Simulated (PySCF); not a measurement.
Ruthenium: highly charged ions in a basis for the neutral atom

Ru⁹⁺ [Ar] 3d10 4s2 4p5, Ru¹⁰⁺ [Ar] 3d10 4s2 4p4. Computed with PySCF 2.14 in def2-SVP with the def2 core potential (28 electrons), with a scalar-relativistic core potential. No spin-orbit coupling, so a gap to NIST mixes the basis error with missing relativistic terms.

Changed run: basis of the neutral atom used for a highly charged ion. This setting is unsound on purpose.

```
species  method  sound run (hartree)  changed run (hartree)  converged
   Ru⁹⁺     UHF              not run              -71.45993        yes
   Ru⁹⁺    PBE0              not run              -71.74040        yes
   Ru⁹⁺    MN15              not run              -71.65286        yes
  Ru¹⁰⁺     UHF              not run              -64.08676        yes
  Ru¹⁰⁺    PBE0              not run              -64.32021        yes
  Ru¹⁰⁺    MN15              not run              -64.23844        yes
```

Ionisation energy of Ru⁹⁺:

| method | changed run (eV) | NIST (eV) |
| --- | --- | --- |
| UHF | 200.63 | 198 ± 2.2 |
| PBE0 | 201.91 | 198 ± 2.2 |
| MN15 | 201.76 | 198 ± 2.2 |

The contracted functions were made for the neutral atom and can be too rigid for a highly charged ion.
